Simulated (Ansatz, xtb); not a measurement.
**C5H9N2O+: which of two isomers lies lower**

Structure X is `Cc1[nH+]ccn1CO`, a singlet and structure Y is `Cc1[nH]c(CO)c[nH+]1`, a singlet. Both are isolated ions in the gas phase, relaxed with B3LYP-D3(BJ)/def2-SVP; the shapes shown needn't be the lowest conformers.

X (Å):

```xyz
17

C     0.1528    2.0052   -0.0039
C     1.0357    0.9167    0.4827
C     2.4213   -0.3005    1.7562
C     2.1702   -1.0040    0.6157
C     0.7973   -0.5808   -1.5130
N     1.7097    0.8804    1.6434
N     1.3098   -0.2367   -0.1561
O     1.2219    0.3152   -2.4657
H     0.2636    2.9031    0.6178
H    -0.9033    1.6891    0.0297
H     0.4006    2.2486   -1.0469
H     1.6906    1.6248    2.3362
H     3.0360   -0.5347    2.6209
H     2.5252   -1.9795    0.2936
H    -0.2997   -0.5343   -1.4646
H     1.1010   -1.6245   -1.6928
H     2.1088    0.0923   -2.7840
```

Y (Å):

| atom | x (Å) | y (Å) | z (Å) |
| --- | --- | --- | --- |
| C | -0.5837 | 2.1022 | 0.9226 |
| C | 0.2684 | 1.2110 | 0.0960 |
| C | 1.8262 | -0.2836 | -0.5241 |
| C | 2.9851 | -1.1991 | -0.2514 |
| C | 1.1036 | 0.0512 | -1.6364 |
| N | 1.2854 | 0.4470 | 0.5164 |
| N | 0.1539 | 0.9723 | -1.2204 |
| O | 3.2524 | -1.0707 | 1.1240 |
| H | -0.0357 | 2.4387 | 1.8132 |
| H | -1.4910 | 1.5717 | 1.2570 |
| H | -0.8942 | 2.9872 | 0.3493 |
| H | 1.6580 | 0.3739 | 1.4633 |
| H | 3.8432 | -0.8986 | -0.8823 |
| H | 2.7082 | -2.2318 | -0.5371 |
| H | 3.9951 | -1.6340 | 1.3764 |
| H | 1.1843 | -0.2749 | -2.6693 |
| H | -0.5376 | 1.4123 | -1.8219 |

Question: Which of the two would you expect CCSD(T)/def2-SVP + ΔMP2/def2-TZVPP electronic energies to favour?

Answer: Structure Y; the calculation gives E(Y) − E(X) = −0.164 eV.

The same difference at several levels:

| level | geometry | E(Y) − E(X) (eV) | departure from the last row (eV) | job, with rough time for the two |
| --- | --- | --- | --- | --- |
| GFN2-xTB | GFN2-xTB | +0.066 | +0.230 | optimisation, 0.15 s |
| HF/STO-3G | GFN2-xTB | −0.095 | +0.069 | single point, 0.36 s |
| r2SCAN-D4/def2-SVP | GFN2-xTB | −0.200 | −0.036 | single point, 3.8 s |
| B3LYP-D3(BJ)/def2-SVP | B3LYP-D3(BJ)/def2-SVP | −0.171 | −0.006 | optimisation, 26 s |
| HF/def2-SVP | B3LYP-D3(BJ)/def2-SVP | −0.186 | −0.022 | part of the CCSD(T) run |
| MP2/def2-SVP | B3LYP-D3(BJ)/def2-SVP | −0.169 | −0.005 | part of the CCSD(T) run |
| CCSD(T)/def2-SVP | B3LYP-D3(BJ)/def2-SVP | −0.150 | +0.014 | single point |
| CCSD(T)/def2-SVP + ΔMP2/def2-TZVPP | B3LYP-D3(BJ)/def2-SVP | −0.164 |  | single point, 1.9 min |

As drawn, Y has 1 C–C, 1 N–H in place of 1 C–N, 1 C–H.

GFN2-xTB puts the two in the other order. The largest departure from CCSD(T)/def2-SVP + ΔMP2/def2-TZVPP is that of GFN2-xTB, 0.230 eV. The last row adds to CCSD(T) the change of the MP2 difference between the two basis sets, here −0.014 eV.

With thermal terms from frequencies at re-optimised GFN2-xTB minima (ideal gas, soft modes damped towards free rotors, one conformer each, 298.15 K, 1 atm): the zero-point term adds −0.009 eV; ΔH is −0.163 and ΔG −0.197 eV.

The correlated steps freeze 8 core orbitals. Codes used: Ansatz 0.2.0, xtb 6.7.1; the last row on 4 threads of Arm Neoverse V2 on a shared host.
